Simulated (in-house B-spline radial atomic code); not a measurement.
Inner-shell binding energies (edges) and X-ray emission energies of free atoms and ions, as differences of relaxed hole-state energies with first-order Breit, QED and recoil terms, without correlation or multiplet splittings, in NIST's listed ground configurations. For neutral atoms such line energies lie within some 1 to 5 eV of tabulated X-ray lines (up to 20 eV for the heaviest). L1 = 2s, L2 = 2p1/2, L3 = 2p3/2, M4 = 3d3/2, M5 = 3d5/2. A dash marks a subshell that is part filled or wasn't run, or a line left out. Computed with a B-spline radial code for spherical atoms: Dirac-Hartree-Fock, average of the configuration, finite nuclei.

```
 ion  configuration  L1 edge (eV)  L3 edge (eV)  L3-M5 (eV)  L2-M4 (eV)
 Cu+      [Ar] 3d10       1116.08        948.65      931.42      951.24
Zn2+      [Ar] 3d10             ?             ?           ?           ?
Ga3+      [Ar] 3d10       1350.03       1161.58     1100.81     1127.48
Ge4+      [Ar] 3d10       1479.27       1279.55     1191.39     1222.09
As5+      [Ar] 3d10       1616.43       1404.87     1285.86     1321.04
Se6+      [Ar] 3d10             ?             ?           ?           ?
Br7+      [Ar] 3d10       1914.12       1677.09     1486.41     1532.05
```

Q: Fill in the row of Zn2+.

A: L1 edge (eV): 1228.85; L3 edge (eV): 1051.16; L3-M5 (eV): 1014.14; L2-M4 (eV): 1037.19.

Q: Fill in the row of Se6+.

A: L1 edge (eV): 1761.39; L3 edge (eV): 1537.41; L3-M5 (eV): 1384.2; L2-M4 (eV): 1424.35.
